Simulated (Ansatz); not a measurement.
Name a neutral molecule of B, C, N, Sn and H with HOMO–LUMO gap (PBE0/def2-TZVPP) between 5.20 and 5.50 eV and HOMO–LUMO gap (B3LYP/def2-TZVPP) between 4.80 and 5.10 eV (Ansatz, PBE0-D4/def2-TZVP geometry).

`[CH3][SnH]1[BH][NH]1` (5.32 eV, 4.93 eV). Other molecules can fit too; these were computed, each in one conformer that needn't be the lowest.

B3LYP here is the variant with VWN-RPA as its local correlation; programs differ in this.
